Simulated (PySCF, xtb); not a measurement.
TiH4, SMILES [TiH4], multiplicity 1.

GFN2-xTB (xtb) at its own geometry gives an orbital gap of 2.11 eV and a dipole moment of 0.00 D.

Geometry optimised at B3LYP-D3(BJ)/def2-TZVPD. The multiplicity is an assumed one; other spin states were not compared.

### Question
What does PySCF with r2SCAN/def2-TZVPD give? (The exact figures need the calculation; the answer reports its results.)

### Answer
gap 3.72 eV (levels -7.81 and -4.08 eV), dipole 0.00 D.
